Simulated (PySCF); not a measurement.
Computed shifts of a molecule C3H4N2, B3LYP/pcSseg-1 (PySCF), GIAO, gas phase, equivalent atoms averaged, in ppm (number of nuclei): ¹³C: 147.0 (1), 133.6 (1), 113.2 (1). ¹⁵N: 354.6 (1), 230.2 (1). ¹H: 9.42 (1), 7.83 (1), 7.66 (1), 6.63 (1). References: ¹³C against TMS (σ = 181.3 ppm); ¹⁵N against NH3 (σ = 265.5 ppm); ¹H against TMS (σ = 31.68 ppm), references at their B3LYP-D3(BJ)/def2-TZVP geometries, non-relativistic. Geometry optimised at B3LYP-D3(BJ)/def2-SVP. Other conformers were not sampled.

Problem. Which molecule gave these data?
(A) c1c[nH]cn1
(B) C/C=N/C#N
(C) c1cn[nH]c1
(D) C1=NCN=C1

Solution. C, c1cn[nH]c1
